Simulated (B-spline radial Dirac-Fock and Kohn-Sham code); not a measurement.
# Cr⁶⁺ 3p1/2: cross section and angular parameters

System: chromium as Cr⁶⁺, [Ne] 3s2 3p6; threshold 160.5 eV (orbital energy of the model). Model: Dirac-Hartree-Slater photoionisation with a Latter tail; cross sections with all multipoles, angular parameters from the dipole term and its interference with E2. Program: a B-spline atomic structure program.

For linearly polarised light dσ/dΩ = σ/(4π) [1 + β P₂(cos θ) + (δ + γ cos²θ) sin θ cos φ], with θ from the polarisation vector and φ the angle between the beam and the projection of the electron momentum on the plane normal to the polarisation.

```
hν (eV)  σ (kb)      β       γ      δ
    181     427  1.139   0.089  0.009
    249     297  1.485  -0.001  0.001
    300     222  1.568  -0.018  0.001
    366     160  1.618  -0.013  0.002
    425     120  1.632   0.008  0.004
    477    96.0  1.635   0.030  0.004
    808    30.5  1.578   0.192  0.010
    855    26.8  1.567   0.215  0.011
   1060    16.0  1.519   0.305  0.015
   1160    12.7  1.496   0.347  0.017
   1200    11.7  1.487   0.363  0.018
   1290    9.70  1.466   0.397  0.020
   1750    4.34  1.368   0.541  0.031
   2000    3.01  1.320   0.607  0.037
   3080   0.867  1.149   0.824  0.065
   3350   0.674  1.114   0.866  0.073
   3410   0.639  1.106   0.874  0.074
   3500   0.590  1.095   0.887  0.077
   4000   0.392  1.036   0.951  0.090
   6000   0.108  0.856   1.136  0.141
 9251.7  0.0255  0.669   1.314  0.217
   9350  0.0246  0.665   1.319  0.219
  10300  0.0177  0.625   1.356  0.239
  11900       ?      ?       ?      ?
  12000  0.0104  0.566   1.416  0.273
```

Question: Give the values at 11900 eV.

Answer: σ = 0.0107 kb, β = 0.569, γ = 1.413, δ = 0.271.

Values without a named source are computed, but for edge energies of neutral atoms, which are taken from tables.
